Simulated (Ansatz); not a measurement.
Process, species as SMILES: [BH] (BH) (closed-shell singlet) → B atom + H atom
B3LYP-D3(BJ)/def2-TZVP geometries, fixed; electronic energies without zero-point terms.

Basis-set convergence of the atomisation energy at CCSD(T) with Ansatz (a program for electronic structure). Cartesian d functions, on some or all atoms, in 6-31G*; all else is spherical. Cores are frozen. A restricted Hartree-Fock determinant is unstable towards unrestricted orbitals. Open shells are unrestricted. No added dispersion term, no relativity. Functions are those of the species that has most. Reference: Hartree-Fock in aug-cc-pV5Z plus the correlation part extrapolated as X^-3 from aug-cc-pVQZ and aug-cc-pV5Z, 84.73 kcal/mol, itself unsure by roughly 0.06 kcal/mol (a third of the extrapolation step and of the last Hartree-Fock step). Deviations are taken from unrounded values.

| basis | functions | atomisation energy (kcal/mol) | minus reference (kcal/mol) |
|---|---|---|---|
| 6-31G | 11 | 69.90 | -14.83 |
| pcseg-0 | 11 | 70.14 | -14.59 |
| 6-31G* | 17 | 75.55 | -9.18 |
| cc-pVDZ | 19 | 79.05 | -5.68 |
| aug-cc-pVDZ | 32 | 79.90 | -4.83 |
| aug-pcseg-1 | 32 | 80.77 | -3.95 |
| 6-311++G(2d,2p) | 37 | 81.74 | -2.99 |
| cc-pVTZ | 44 | 83.27 | -1.45 |
| aug-cc-pVTZ | 69 | 83.59 | -1.14 |
| aug-pcseg-2 | 69 | 84.35 | -0.38 |
| def2-QZVPP | 87 | 84.25 | -0.48 |
| pcseg-4 | 162 | 84.62 | -0.10 |
| aug-cc-pV5Z | 207 | 84.55 | -0.17 |

The smallest set listed that lies within 2 kcal/mol of the reference with all its larger relatives (same family, alike in diffuse functions; a set with none counts only in the reference's own line) is cc-pVTZ (44 functions, -1.45 kcal/mol off). Inside, with no larger relative to test it: def2-QZVPP, pcseg-4. (Relatives not listed, tested too: cc-pVQZ -0.46, aug-cc-pVQZ -0.36, aug-pcseg-3 -0.24, cc-pV5Z -0.22 kcal/mol.)
